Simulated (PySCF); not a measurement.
Species: C3H8O3Si.
Bonds: C1–O2, O2–C3, C3–C4, C4–O5 (double), C4–O6, O6–Si7. Hydrogens: H8, H9, H10 on C1; H11, H12 on C3; H13, H14, H15 on Si7.

Vertical excitations from PySCF (density fitting, frozen core in the response, grid level 2 and gas phase unless stated; continuum runs use non-equilibrium linear response for the excitations) on a GFN2-xTB geometry. Reference run:

```
                              settings    S1, eV (f)    S2, eV (f)    S3, eV (f)    S4, eV (f)    S5, eV (f)    S6, eV (f)  T1, eV (Tamm–Dancoff)  mean α (au)
PBE0/def2-SVPD, full TDDFT, 6 singlets  5.66 (0.002)  6.63 (0.028)  6.65 (0.018)  7.20 (0.011)  7.56 (0.002)  7.73 (0.013)                   5.15         73.4
```

Task: What do these settings give: (1) WP04/cc-pVDZ, IEF-PCM chloroform, damping 0.2 at the start, DIIS from the seventh cycle, full TDDFT, 6 singlets; (2) B3LYP/def2-SVPD, IEF-PCM methanol, full TDDFT, 1 singlet; (3) HCTH407/pcSseg-0, fitting basis def2-universal-jkfit, level shift 0.2 Eh, full TDDFT, 3 singlets?

Result: 
```csv
settings,"S1, eV (f)","S2, eV (f)","S3, eV (f)","S4, eV (f)","S5, eV (f)","S6, eV (f)","T1, eV (Tamm–Dancoff)",mean α (au)
"WP04/cc-pVDZ, IEF-PCM chloroform, damping 0.2 at the start, DIIS from the seventh cycle, full TDDFT, 6 singlets",5.55 (0.003),6.36 (0.003),6.98 (0.049),7.48 (0.028),7.75 (0.013),8.02 (0.062),5.14,70.2
"B3LYP/def2-SVPD, IEF-PCM methanol, full TDDFT, 1 singlet",5.64 (0.003),–,–,–,–,–,–,94.8
"HCTH407/pcSseg-0, fitting basis def2-universal-jkfit, level shift 0.2 Eh, full TDDFT, 3 singlets",4.72 (0.004),5.43 (0.042),5.91 (0.005),–,–,–,4.50,59.9
```

(1) S1 moves by -0.11 eV; functional, basis and environment change together, so the shift can't be laid on one. (2) S1 moves by -0.02 eV; functional and environment change together, so the shift can't be laid on one. (3) S1 moves by -0.94 eV; functional and basis change together, so the shift can't be laid on one. States are counted by energy in each run and needn't keep their character from row to row.

WP04 was designed for NMR shieldings or shifts; total energies of different functionals aren't comparable.

Task: Give the leading configurations of S1 (H = HOMO, L = LUMO) and the HOMO–LUMO gap of each run.

Result: 
| settings | S1 configurations (weight) | S1 (eV) | orbital gap (eV) | S1 − gap (eV) |
| --- | --- | --- | --- | --- |
| PBE0/def2-SVPD, full TDDFT, 6 singlets | H→L 0.73, H−1→L 0.20 | 5.66 | 7.42 | -1.76 |
| WP04/cc-pVDZ, IEF-PCM chloroform, damping 0.2 at the start, DIIS from the seventh cycle, full TDDFT, 6 singlets | H→L 0.93 | 5.55 | 6.32 | -0.77 |
| B3LYP/def2-SVPD, IEF-PCM methanol, full TDDFT, 1 singlet | H→L 0.85, H−1→L 0.13 | 5.64 | 6.96 | -1.32 |
| HCTH407/pcSseg-0, fitting basis def2-universal-jkfit, level shift 0.2 Eh, full TDDFT, 3 singlets | H→L 0.99 | 4.72 | 4.61 | +0.11 |

Geometry: GFN2-xTB, one conformer.

Conformer computed: `[CH3:1][O:2][CH2:3][C:4](=[O:5])[O:6][SiH3:7]`: C1–O2–C3–C4 -70°, O2–C3–C4–O5 4°, C3–C4–O6–Si7 179°.
